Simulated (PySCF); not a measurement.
B9ClH10S

Geometry:
```tsv
atom	x (Å)	y (Å)	z (Å)
B1	1.871	-0.124	-0.040
B2	-0.754	0.694	-1.271
B3	0.715	1.180	-0.380
B4	-0.823	0.989	0.532
B5	0.887	-1.377	0.855
S6	1.203	-1.745	-0.942
B7	-0.793	-0.691	1.249
B8	0.923	-0.026	-1.600
B9	0.691	0.301	1.217
B10	-1.829	-0.223	-0.150
H11	3.039	-0.044	0.022
H12	-1.210	1.432	-2.064
H13	1.116	2.271	-0.552
H14	-1.295	1.935	1.044
H15	1.316	-2.218	1.554
H16	-1.276	-0.960	2.286
H17	1.380	0.108	-2.674
H18	1.074	0.735	2.240
Cl19	-3.605	-0.359	-0.251
H20	-1.327	-1.430	0.355
H21	-1.303	-0.448	-1.429
```

Level of theory: PySCF, GIAO KT2/def2-SVP magnetisability, rotational g tensor and spin-rotation constants, non-relativistic, gas phase. Geometry: GFN2-xTB.

Give the nuclear spin-rotation constants along the inertial axes (H = +C I·J) beside the isotropic shieldings.

Rotational constants 1.6995, 0.6624, 0.6450 GHz. A star marks the isotopologue with that one atom substituted, in its own axes.
| atom | isotope | Caa (kHz) | Cbb (kHz) | Ccc (kHz) | mean (kHz) | σ (ppm) |
| --- | --- | --- | --- | --- | --- | --- |
| B1 | 11B | 0.137 | 0.088 | 0.081 | 0.102 | 144.9 |
| B2 | 11B | 0.303 | 0.097 | 0.075 | 0.158 | 127.4 |
| B3 | 11B | 0.289 | 0.132 | 0.122 | 0.181 | 107.6 |
| B4 | 11B | 0.210 | 0.117 | 0.091 | 0.140 | 127.6 |
| B5 | 11B | 0.260 | 0.154 | 0.174 | 0.196 | 90.9 |
| B7 | 11B | 0.303 | 0.098 | 0.075 | 0.159 | 127.3 |
| B8 | 11B | 0.260 | 0.154 | 0.174 | 0.196 | 91.0 |
| B9 | 11B | 0.288 | 0.132 | 0.122 | 0.181 | 107.7 |
| B10 | 11B | 0.400 | 0.114 | 0.163 | 0.226 | 88.8 |
| H11 | 1H | -0.008 | -0.064 | -0.066 | -0.046 | 31.1 |
| H12 | 1H | -0.122 | -0.061 | -0.003 | -0.062 | 29.1 |
| H13 | 1H | -0.148 | -0.004 | -0.029 | -0.060 | 27.5 |
| H14 | 1H | -0.095 | 0.000 | -0.064 | -0.053 | 28.6 |
| H15 | 1H | -0.112 | -0.052 | 0.015 | -0.050 | 26.6 |
| H16 | 1H | -0.122 | -0.061 | -0.002 | -0.062 | 29.0 |
| H17 | 1H | -0.112 | -0.052 | 0.015 | -0.050 | 26.6 |
| H18 | 1H | -0.149 | -0.004 | -0.029 | -0.060 | 27.5 |
| Cl19 | 35Cl | 0.333 | 0.053 | 0.207 | 0.198 | 809.9 |
| H20 | 1H | -0.232 | -0.031 | -0.047 | -0.103 | 31.8 |
| H21 | 1H | -0.232 | -0.031 | -0.047 | -0.103 | 31.8 |
| S6 | 33S* | 0.256 | 0.251 | 0.301 | 0.269 | 336.9 |

For the geometry as given, no vibrational averaging.
